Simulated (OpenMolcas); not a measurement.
# Ne IV: CASPT2 settings compared

```json
{
  "Program": "OpenMolcas",
  "Basis": "ANO-RCC-VQZP [5s4p3d2f1g]",
  "Scalar Hamiltonian": "DKH2, point nucleus",
  "Active space": "5 electrons in 8 orbitals (2s 2p 3s 3p)",
  "State averaging": "2S+1 = 4 odd, 1 root; 2S+1 = 2 odd, 8 roots; 2S+1 = 4 even, 3 roots",
  "Spin-orbit coupling": "state interaction with AMFI integrals over the reference wave functions, term energies averaged over their components"
}
```

Methods on the same reference wave functions:
A. CASSCF
B. SS-CASPT2, IPEA 0.35 Eh, imaginary shift 0.2 Eh (closed shells correlated: 1s)
C. SS-CASPT2, IPEA 0.15 Eh, sigma1 regulariser 0.4 Eh (closed shells correlated: 1s)
D. XMS-CASPT2, IPEA 0.5 Eh, no level shift (closed shells correlated: 1s)

Energies in cm⁻¹ above 2s² 2p³ ⁴S°_3/2, the measured ground level; measured values from Moore, Atomic Energy Levels, vol. I, NSRDS-NBS 35 (1971 reprint of NBS Circular 467, 1949).

```json
{"Level": "2s² 2p³ ⁴S°_3/2", "A": "0.0", "B": "0.0", "C": "0.0", "D": "0.0", "Measured": "0.0"}
{"Level": "2s² 2p³ ²D°_3/2", "A": "45151", "B": "41910", "C": "41890", "D": "41860", "Measured": ""}
{"Level": "2s² 2p³ ²D°_5/2", "A": "45197", "B": "41950", "C": "41930", "D": "41900", "Measured": ""}
{"Level": "2s² 2p³ ²P°_1/2", "A": "61752", "B": "62870", "C": "62930", "D": "62830", "Measured": ""}
{"Level": "2s² 2p³ ²P°_3/2", "A": "61794", "B": "62900", "C": "62970", "D": "62860", "Measured": ""}
{"Level": "2s 2p⁴ ⁴P_5/2", "A": "184080", "B": "184260", "C": "184340", "D": "183360", "Measured": "183860"}
{"Level": "2s 2p⁴ ⁴P_3/2", "A": "184615", "B": "184800", "C": "184880", "D": "183890", "Measured": "184477"}
{"Level": "2s 2p⁴ ⁴P_1/2", "A": "184935", "B": "185120", "C": "185200", "D": "184220", "Measured": "184799"}
```

Deviations, from unrounded energies. A percentage is the sum of absolute deviations over the sum of measured energies, with the sign that they share, or ± where signs differ.

```csv
Against measurement,Levels,A,B,C,D
mean absolute deviation (cm-1),3,160,350,430,560
other configurations (%),3,+0.1,+0.2,+0.2,-0.3
```

A lies closest to measurement on these levels and D furthest from it. The largest miss of A in the table is 2s 2p⁴ ⁴P_5/2, by +220 cm-1. The ranking rests on the paired levels alone, and a cruder setting can come out closer through cancelling errors.

Among B to D the level of the table that moves most is 2s 2p⁴ ⁴P_1/2, by 980 cm-1 (lowest in D, highest in C). Moves below CASPT2's spread within the term are not significant.

The mean deviations of B to D differ by less than CASPT2's widest spread within a term (480 cm-1), so their order carries little weight.

From A to B the spin-free energies of the other terms of 2s² 2p³ shown, above ⁴S°, scale by factors of 0.93 to 1.02.

The lowest spin-free term lies below A's lowest term by 0.110 hartree in B, 0.111 hartree in C, 0.109 hartree in D.

Term energies are means over components that CASPT2 splits; among the terms shown or strongly mixed into the levels shown the widest spread is 480 cm-1 (2s² 2p³ ²D°, D). Active for correlation alone: 3p 3s; no level in the range computed is led by a configuration that fills them, so any true level of that kind is missing. Measured partners are found by configuration, term and J. A level has none where our copy of the source lacks it or the pairing is in doubt (some pairs that miss far off the trend of their configuration count as doubtful), and it then counts in no deviation. Levels of configurations outside the active space are missing.

° marks odd parity.
